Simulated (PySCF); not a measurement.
## Gallium: a sound run and one with changed settings

Sound run: Ga+ [Ar] 3d10 4s2, Ga(2+) [Ar] 3d10 4s1. Calculation: PySCF 2.14, in def2-SVP; no relativity, point nucleus. In the sound run the correlated levels freeze [Ar] 3d10. The sound run starts from symmetry-adapted Hartree-Fock orbitals and uses a fine grid where one is needed.

Changed run: scalar relativity by spin-free X2C-1e. This setting is unsound on purpose.

```
species   method  sound run (hartree)  changed run (hartree)  converged
    Ga+      UHF          -1922.77019            -1937.82043        yes
    Ga+   M06-2X          -1924.34274            -1939.39199        yes
    Ga+     MN15          -1924.61562            -1939.66090        yes
    Ga+      MP2          -1922.79468            -1937.84488        yes
    Ga+  CCSD(T)          -1922.80665            -1937.85661        yes
 Ga(2+)      UHF          -1922.09180            -1937.13127        yes
 Ga(2+)   M06-2X          -1923.60114            -1938.63883        yes
 Ga(2+)     MN15          -1923.87759            -1938.90932        yes
```

Ionisation energy of Ga+:

| method | sound run (eV) | changed run (eV) |
| --- | --- | --- |
| UHF | 18.460 | 18.753 |
| M06-2X | 20.180 | 20.495 |
| MN15 | 20.083 | 20.452 |
| MP2 | 19.126 | 19.418 |
| SCS-MP2 | 19.260 | 19.551 |
| CCSD | 19.452 | 19.737 |
| CCSD(T) | 19.452 | 19.737 |
| CCSDT | 19.452 | 19.737 |
| FCI | 19.452 | 19.737 |

Most of the change in total energy is the relativistic energy itself. On top of that the contraction fixes the core shape for the Hamiltonian it was made with, so the changed run is not a good calculation with the other Hamiltonian either.

For comparison, NIST gives 20.515 eV between the lowest levels.
